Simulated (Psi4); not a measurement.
Pair of molecules, SMILES C=C with SMILES O=CO (the first has 6 atoms); geometry from B3LYP-D3(BJ)/def2-TZVP, rigid monomers moved along the line of their centres of mass till C1···H11 is 2.16 Å.
(charge 0, multiplicity 1):
```json
[
 {"atom": "C", "x (Å)": "-0.5815", "y (Å)": "-0.2437", "z (Å)": "-0.0160"},
 {"atom": "C", "x (Å)": "0.6177", "y (Å)": "0.3200", "z (Å)": "0.0712"},
 {"atom": "H", "x (Å)": "-0.8066", "y (Å)": "-1.1666", "z (Å)": "0.5048"},
 {"atom": "H", "x (Å)": "-1.3733", "y (Å)": "0.1904", "z (Å)": "-0.6147"},
 {"atom": "H", "x (Å)": "0.8555", "y (Å)": "1.2381", "z (Å)": "-0.4526"},
 {"atom": "H", "x (Å)": "1.4055", "y (Å)": "-0.1268", "z (Å)": "0.6657"},
 {"atom": "O", "x (Å)": "0.3674", "y (Å)": "-1.1698", "z (Å)": "3.0366"},
 {"atom": "C", "x (Å)": "-0.1270", "y (Å)": "-0.1945", "z (Å)": "3.5313"},
 {"atom": "O", "x (Å)": "-0.5804", "y (Å)": "0.8727", "z (Å)": "2.8650"},
 {"atom": "H", "x (Å)": "-0.2728", "y (Å)": "-0.0508", "z (Å)": "4.6103"},
 {"atom": "H", "x (Å)": "-0.4413", "y (Å)": "0.7245", "z (Å)": "1.9066"}
]
```

These are Psi4 with SAPT0/jun-cc-pV(D+d)Z values and carry that method's errors.

Problem. Give the four SAPT terms and the total, and say what mostly holds the pair together.

Solution. electrostatics -10.25, exchange 15.78, induction -4.72, dispersion -3.96, total -3.15 kcal/mol; the largest attraction is electrostatics.
